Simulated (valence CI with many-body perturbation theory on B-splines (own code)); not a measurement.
## Os⁶¹⁺: electric-dipole lines

Computed by valence CI with perturbative core correlation (CI+MBPT): five valence electrons over a frozen Dirac-Fock core [Ne], a basis of 11 s, 11 p, 10 d, 8 f, 5 g, 2 h functions for each j, with the one-electron correlation potential Σ1, the two-electron term Σ2, the three-electron term Σ3, Breit, model QED; selected CI, second order for the rest, scaled by the run's own slope (own B-spline code, finite nucleus).

No measured spectrum was set against this ion. As an estimate, large intervals hold to a few tenths of a per cent, small ones and those within an open d or f shell to about a per cent. Among the levels kept, up to 3100 cm⁻¹ of a level comes from second order outside the variational space, and about a tenth of that is noise between levels of different J, which matters for small intervals.

Lines 1 to 50 of 565 in falling wavelength, among levels below 11992 × 10³ cm⁻¹, chosen from the strongest by gf and those to the six lowest levels. Wavelengths and rates use the calculated energies. Electric multipoles are in the length gauge with retardation, E1 and E2 with the static RPA response of the core. Weak lines are less certain than strong ones. Lines between different terms over intervals too small for the method are left out, as are lines whose strength nearly cancels. The highest levels of a list are the least certain.

Levels are named by their leading jj configuration (3d3/2^4 stands for four electrons in 3d with j = 3/2), which in mixed levels can hold well under half, so a name can repeat and another be missing. Letters in brackets count levels of one name in rising energy.

```
λ vac (nm)                               Upper                               Lower   A (s⁻¹)  S (a.u.) with core polarisation  S without
     9.243      (3s 3p1/2 3p3/2 3d3/2^2) J=9/2          (3s^2 3p3/2 3d3/2^2) J=7/2  6.11e+09                         2.38e-02   2.42e-02
     8.369      (3s 3p1/2^2 3p3/2 3d3/2) J=7/2  (3s^2 3p1/2 3p3/2 3d3/2) J=5/2 [b]  8.58e+09                         1.99e-02   2.02e-02
     8.209      (3s 3p1/2^2 3d3/2 3d5/2) J=9/2  (3s^2 3p1/2 3d3/2 3d5/2) J=7/2 [b]  1.47e+10                         4.01e-02   4.07e-02
     7.894      (3s 3p1/2 3p3/2^2 3d3/2) J=9/2          (3s^2 3p3/2^2 3d3/2) J=7/2  1.24e+10                         3.02e-02   3.06e-02
     7.565          (3s^2 3p1/2 3p3/2^2) J=5/2          (3s^2 3p1/2^2 3d3/2) J=3/2  1.13e+08                         1.45e-04   1.47e-04
     7.478  (3s 3p1/2 3p3/2 3d3/2^2) J=7/2 [b]          (3s^2 3p3/2 3d3/2^2) J=7/2  1.37e+10                         2.26e-02   2.30e-02
     7.415  (3s 3p1/2^2 3p3/2 3d5/2) J=7/2 [a]  (3s^2 3p1/2 3p3/2 3d5/2) J=7/2 [b]  7.67e+09                         1.23e-02   1.25e-02
     7.398      (3s 3p1/2^2 3p3/2 3d5/2) J=9/2      (3s^2 3p1/2 3p3/2 3d5/2) J=9/2  1.19e+10                         2.38e-02   2.42e-02
     7.343  (3s 3p1/2^2 3p3/2 3d5/2) J=7/2 [a]  (3s^2 3p1/2 3p3/2 3d5/2) J=5/2 [b]  1.14e+10                         1.78e-02   1.80e-02
     7.295          (3s 3p1/2^2 3p3/2^2) J=5/2          (3s^2 3p1/2 3p3/2^2) J=5/2  1.08e+10                         1.24e-02   1.26e-02
     7.130          (3s 3p1/2^2 3d3/2^2) J=3/2          (3s^2 3p1/2 3d3/2^2) J=5/2  1.72e+10                         1.23e-02   1.25e-02
     7.117     (3s 3p1/2 3p3/2^2 3d5/2) J=11/2          (3s^2 3p3/2^2 3d5/2) J=9/2  2.24e+10                         4.77e-02   4.85e-02
     6.998          (3s 3p1/2^2 3d5/2^2) J=9/2          (3s^2 3p1/2 3d5/2^2) J=9/2  1.93e+10                         3.26e-02   3.31e-02
     6.968  (3s 3p1/2 3p3/2^2 3d5/2) J=9/2 [b]          (3s^2 3p3/2^2 3d5/2) J=7/2  2.19e+10                         3.65e-02   3.71e-02
     6.949  (3s 3p1/2^2 3d3/2 3d5/2) J=7/2 [a]  (3s^2 3p1/2 3d3/2 3d5/2) J=5/2 [a]  1.26e+10                         1.67e-02   1.69e-02
     6.942  (3s 3p1/2 3p3/2^2 3d5/2) J=7/2 [e]      (3s^2 3p3/2^2 3d5/2) J=5/2 [b]  1.38e+10                         1.83e-02   1.85e-02
     6.931          (3s 3p1/2^2 3d5/2^2) J=9/2          (3s^2 3p1/2 3d5/2^2) J=7/2  3.82e+10                         6.28e-02   6.37e-02
     6.926      (3s 3p1/2^2 3p3/2 3d3/2) J=7/2      (3s^2 3p1/2 3p3/2 3d3/2) J=7/2  1.61e+10                         2.11e-02   2.14e-02
     6.866  (3s 3p1/2^2 3p3/2 3d3/2) J=5/2 [a]  (3s^2 3p1/2 3p3/2 3d3/2) J=5/2 [a]  1.61e+10                         1.54e-02   1.56e-02
     6.855  (3s 3p1/2^2 3d3/2 3d5/2) J=3/2 [a]      (3s^2 3p1/2 3d3/2 3d5/2) J=1/2  1.78e+10                         1.13e-02   1.15e-02
     6.853      (3s 3p1/2^2 3p3/2 3d5/2) J=9/2  (3s^2 3p1/2 3p3/2 3d5/2) J=7/2 [a]  2.86e+10                         4.54e-02   4.61e-02
     6.837          (3s 3p1/2^2 3d5/2^2) J=5/2          (3s^2 3p1/2 3d5/2^2) J=5/2  2.59e+10                         2.45e-02   2.49e-02
     6.826  (3s 3p1/2^2 3p3/2 3d5/2) J=5/2 [a]  (3s^2 3p1/2 3p3/2 3d5/2) J=5/2 [a]  1.78e+10                         1.68e-02   1.70e-02
     6.815            (3s 3p1/2 3p3/2^3) J=5/2                (3s^2 3p3/2^3) J=3/2  1.74e+10                         1.63e-02   1.66e-02
     6.809          (3s 3p1/2^2 3p3/2^2) J=5/2          (3s^2 3p1/2 3p3/2^2) J=3/2  1.71e+10                         1.60e-02   1.62e-02
     6.805          (3s 3p1/2^2 3d5/2^2) J=5/2          (3s^2 3p1/2 3d5/2^2) J=3/2  3.19e+10                         2.98e-02   3.02e-02
     6.789  (3s 3p1/2^2 3d3/2 3d5/2) J=7/2 [a]  (3s^2 3p1/2 3d3/2 3d5/2) J=7/2 [a]  2.32e+10                         2.86e-02   2.90e-02
     6.789       (3p1/2^2 3p3/2^2 3d3/2) J=7/2  (3s 3p1/2 3p3/2^2 3d3/2) J=7/2 [c]  2.17e+10                         2.67e-02   2.72e-02
     6.771  (3s 3p1/2^2 3d3/2 3d5/2) J=5/2 [a]  (3s^2 3p1/2 3d3/2 3d5/2) J=5/2 [a]  1.64e+10                         1.50e-02   1.53e-02
     6.694  (3s 3p1/2^2 3p3/2 3d5/2) J=5/2 [a]  (3s^2 3p1/2 3p3/2 3d5/2) J=3/2 [a]  2.54e+10                         2.25e-02   2.29e-02
     6.687          (3s 3p1/2^2 3d3/2^2) J=5/2          (3s^2 3p1/2 3d3/2^2) J=5/2  1.80e+10                         1.59e-02   1.62e-02
     6.652  (3s 3p1/2^2 3p3/2 3d5/2) J=7/2 [b]  (3s^2 3p1/2 3p3/2 3d5/2) J=5/2 [b]  1.09e+10                         1.26e-02   1.28e-02
     6.647          (3s 3p1/2^2 3d5/2^2) J=1/2          (3s^2 3p1/2 3d5/2^2) J=1/2  5.97e+10                         1.73e-02   1.76e-02
     6.637          (3s 3p1/2^2 3p3/2^2) J=1/2          (3s^2 3p1/2 3p3/2^2) J=1/2  3.71e+10                         1.07e-02   1.09e-02
     6.619  (3s 3p1/2^2 3d3/2 3d5/2) J=5/2 [a]  (3s^2 3p1/2 3d3/2 3d5/2) J=7/2 [a]  1.75e+10                         1.50e-02   1.53e-02
     6.609      (3s 3p1/2^2 3d3/2 3d5/2) J=9/2      (3s^2 3p1/2 3d3/2 3d5/2) J=9/2  2.35e+10                         3.34e-02   3.39e-02
     6.576  (3s 3p1/2^2 3p3/2 3d5/2) J=3/2 [b]      (3s^2 3p1/2 3p3/2 3d5/2) J=1/2  2.36e+10                         1.32e-02   1.34e-02
     6.515  (3s 3p1/2 3p3/2^2 3d3/2) J=7/2 [c]          (3s^2 3p3/2^2 3d3/2) J=7/2  2.40e+10                         2.62e-02   2.66e-02
     6.478  (3s 3p1/2 3p3/2^2 3d5/2) J=7/2 [d]      (3s^2 3p3/2^2 3d5/2) J=5/2 [a]  2.29e+10                         2.46e-02   2.49e-02
     6.442  (3s 3p1/2^2 3p3/2 3d5/2) J=3/2 [b]  (3s^2 3p1/2 3p3/2 3d5/2) J=3/2 [b]  2.97e+10                         1.57e-02   1.59e-02
     6.400          (3s 3p1/2^2 3d5/2^2) J=3/2          (3s^2 3p1/2 3d5/2^2) J=5/2  4.73e+10                         2.45e-02   2.49e-02
     6.320  (3s 3p1/2^2 3d3/2 3d5/2) J=7/2 [b]      (3s^2 3p1/2 3d3/2 3d5/2) J=9/2  4.26e+10                         4.25e-02   4.31e-02
     6.299          (3s 3p1/2^2 3d5/2^2) J=7/2          (3s^2 3p1/2 3d5/2^2) J=9/2  4.52e+10                         4.46e-02   4.52e-02
     6.283       (3p1/2^2 3p3/2^2 3d3/2) J=3/2  (3s 3p1/2 3p3/2^2 3d3/2) J=5/2 [d]  2.23e+10                         1.09e-02   1.11e-02
     6.269  (3s 3p1/2 3p3/2^2 3d5/2) J=3/2 [d]          (3s^2 3p3/2^2 3d5/2) J=3/2  2.21e+10                         1.07e-02   1.09e-02
     6.245          (3s 3p1/2^2 3d5/2^2) J=7/2          (3s^2 3p1/2 3d5/2^2) J=7/2  1.67e+10                         1.61e-02   1.63e-02
     6.223  (3s 3p1/2^2 3p3/2 3d5/2) J=5/2 [b]  (3s^2 3p1/2 3p3/2 3d5/2) J=7/2 [b]  4.02e+10                         2.87e-02   2.91e-02
     6.212  (3s 3p1/2 3p3/2^2 3d5/2) J=5/2 [f]      (3s^2 3p3/2^2 3d5/2) J=5/2 [b]  1.49e+10                         1.06e-02   1.07e-02
     6.188          (3s 3p1/2^2 3p3/2^2) J=3/2          (3s^2 3p1/2 3p3/2^2) J=5/2  3.68e+10                         1.72e-02   1.74e-02
     6.172  (3s 3p1/2^2 3p3/2 3d5/2) J=5/2 [b]  (3s^2 3p1/2 3p3/2 3d5/2) J=5/2 [b]  1.72e+10                         1.20e-02   1.22e-02
```
